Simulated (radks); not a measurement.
Problem. Coherent X-ray form factor from a spherical all-electron density. Calculated with a radial shooting solver on a logarithmic mesh with Libxc functionals: scalar-relativistic Kohn-Sham, PBEsol, spin-polarised, spherical densities, finite nucleus; Fermi nuclear charge, rms radius of each element as measured or else 0.836 A^(1/3) + 0.57 fm.

| sin(theta)/lambda (1/angstrom) | f0 (electrons) |
|---|---|
| 0.05 | 11.928 |
| 0.1 | 11.719 |
| 0.15 | 11.393 |
| 0.2 | 10.975 |
| 0.25 | 10.499 |
| 0.3 | 9.993 |
| 0.4 | 8.987 |
| 0.5 | 8.076 |
| 0.6 | 7.280 |
| 0.8 | 5.925 |
| 1 | 4.749 |
| 1.25 | 3.534 |
| 1.5 | 2.657 |
| 2 | 1.728 |

The species is in the configuration that NIST lists as its ground one. Which atom or ion scatters so?

Solution. The potassium ion K7+, [Ne] 3s2. Extrapolating in s^2 from the first two rows gives f0(0) = 12.0, near the electron count 12; among species with that count, the fall with angle is slower the higher Z, and the table is that of Z = 19; from so few rows the species is fixed only to a neighbour or two.
